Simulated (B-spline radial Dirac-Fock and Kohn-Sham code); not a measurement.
# K-line shifts caused by a second vacancy in Sc⁺

System: the Sc⁺ ion, [Ar] 4s2 (not the ground configuration).

Model: relaxed Dirac-Fock hole states (ΔSCF) with Breit and QED corrections and a finite nucleus. Program: a radial finite-basis atomic code. Each two-hole energy is an average over J within one jj subconfiguration, not an observable level; in light atoms, where LS coupling holds, the j-resolved values are not observed lines, and for a K spectator the Kα1 hypersatellite is nearly forbidden. The model has no electron correlation.

Lines without a spectator: Kα2 (K-L2) 4084.1 eV, Kα1 (K-L3) 4088.5 eV, Kβ3 (K-M2) 4462.2 eV, Kβ1 (K-M3) 4462.8 eV. Shifts in eV with one spectator hole (a dash: not computed, or left out as unreliable):

```
spectator hole     Kα2     Kα1     Kβ3     Kβ1
        K (1s)  +215.7  +216.7  +270.0  +270.1
    L2 (2p1/2)  +17.69  +21.88       –   +55.5
    L3 (2p3/2)  +20.88  +19.80   +54.4       –
    M2 (3p1/2)       –   +1.17   +5.06   +6.27
    M3 (3p3/2)   +1.08       –   +6.09   +5.75
```

With n spectator holes in 2p, averaged over the 2p shell (energies in eV):

| n | KαLⁿ | step | hypersatellite KαʰLⁿ |
| --- | --- | --- | --- |
| 0 | 4087.0 | – | 4303.4 |
| 1 | 4107.5 | +20.5 | 4325.3 |
| 2 | 4129.4 | +21.9 | 4348.5 |
| 3 | 4152.6 | +23.2 | 4373.1 |
| 4 | 4177.2 | +24.6 | 4399.0 |
| 5 | 4203.1 | +25.9 | 4426.2 |
